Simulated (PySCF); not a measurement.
Species: 1-chloro-1-methylcyclopentane, C6H11Cl.
Geometry (GFN2-xTB, Å), atoms numbered from 1 in this order:
```
atom  x, y, z in Å
C1     1.9387   -0.5685    0.5998
C2     0.7496   -0.1985   -0.2692
Cl3    1.3111   -0.2556   -1.9881
C4    -0.4561   -1.1438   -0.1082
C5    -1.6798   -0.2469    0.1291
C6    -1.2617    1.1179   -0.4134
C7     0.2028    1.2054    0.0021
H8     1.6492   -0.5380    1.6488
H9     2.7568    0.1312    0.4424
H10    2.2884   -1.5705    0.3610
H11   -0.5867   -1.7448   -1.0069
H12   -0.2944   -1.8268    0.7254
H13   -1.8843   -0.1672    1.1981
H14   -2.5718   -0.6346   -0.3593
H15   -1.3382    1.1315   -1.5012
H16   -1.8617    1.9324   -0.0108
H17    0.2727    1.4095    1.0727
H18    0.7566    1.9735   -0.5342
```

A PySCF run (density fitting, gas phase, GFN2-xTB geometry) gave HOMO -8.07 eV, LUMO 0.76 eV, dipole 2.22 D.

**Question.** Which of these levels was it?
A. HSE06/pcSseg-1
B. PBE0/def2-SVPD
C. PBE0/pcSseg-1

**Answer.** C. It is PBE0/pcSseg-1. All candidates on this geometry:

```csv
level and settings,kind,basis functions,SCF cycles,E (Eh),HOMO (eV),LUMO (eV),dipole (D)
"HSE06/pcSseg-1, damping 0.2 at the start, DIIS from the seventh cycle","screened hybrid, exact exchange at short range",181,13,-695.0221,-7.67,0.37,2.22
PBE0/def2-SVPD,global hybrid,235,13,-694.7468,-8.09,0.56,2.27
PBE0/pcSseg-1,global hybrid,181,12,-694.9850,-8.07,0.76,2.22
```

The nearest other candidate, by the summed differences of HOMO and LUMO, is PBE0/def2-SVPD: its HOMO differs by -0.02 eV and its LUMO by -0.20 eV. Cycle counts include a coarse-grid stage where the run had one.
